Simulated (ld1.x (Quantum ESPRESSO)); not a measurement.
## u(r) = r·R(r): atom against pseudo-atom (fluorine)

Columns: radius, all-electron u(r) and pseudo u(r) of the 2p shell (level -11.29 eV) of fluorine in the configuration [He] 2s2 2p5; LDA (PZ), scalar-relativistic, PAW scheme, ld1.x (Quantum ESPRESSO) 7.5.

| r (bohr) | all-electron | pseudo |
| --- | --- | --- |
| 0.050 | 0.0430 | 0.0123 |
| 0.100 | 0.1392 | 0.0482 |
| 0.150 | 0.2561 | 0.1056 |
| 0.200 | 0.3755 | 0.1808 |
| 0.250 | 0.4875 | 0.2693 |
| 0.300 | 0.5868 | 0.3656 |
| 0.350 | 0.6716 | 0.4644 |
| 0.400 | 0.7414 | 0.5604 |
| 0.450 | 0.7968 | 0.6489 |
| 0.500 | 0.8390 | 0.7261 |
| 0.550 | 0.8694 | 0.7896 |
| 0.600 | 0.8894 | 0.8379 |
| 0.650 | 0.9005 | 0.8709 |
| 0.700 | 0.9042 | 0.8898 |
| 0.750 | 0.9016 | 0.8964 |
| 0.800 | 0.8939 | 0.8932 |
| 0.850 | 0.8820 | 0.8826 |
| 0.900 | 0.8668 | 0.8673 |
| 0.950 | 0.8490 | 0.8491 |
| 1.000 | 0.8292 | 0.8292 |
| 1.050 | 0.8079 | 0.8079 |
| 1.100 | 0.7855 | 0.7855 |
| 1.150 | 0.7623 | 0.7623 |
| 1.200 | 0.7386 | 0.7386 |
| 1.250 | 0.7148 | 0.7148 |
| 1.300 | 0.6909 | 0.6909 |

Q: How many radial nodes do the two functions have?

A: The all-electron 2p function has n − l − 1 = 0; the pseudo-wave has 0.

Q: At about which radius was the pseudo-wave matched?

A: 1.00 bohr. The columns agree to 0.0005 from 0.90 bohr on; several derivatives are matched, so the curves merge somewhat inside the radius.

Q: Where does each function peak?

A: Outermost all-electron maximum near 0.70 bohr, pseudo maximum near 0.75 bohr (to the table’s step).

Q: Is the pseudo-wave norm-conserving?

A: No, it belongs to a PAW set: the norm inside the radius is not constrained, and the difference is carried by the augmentation charge.
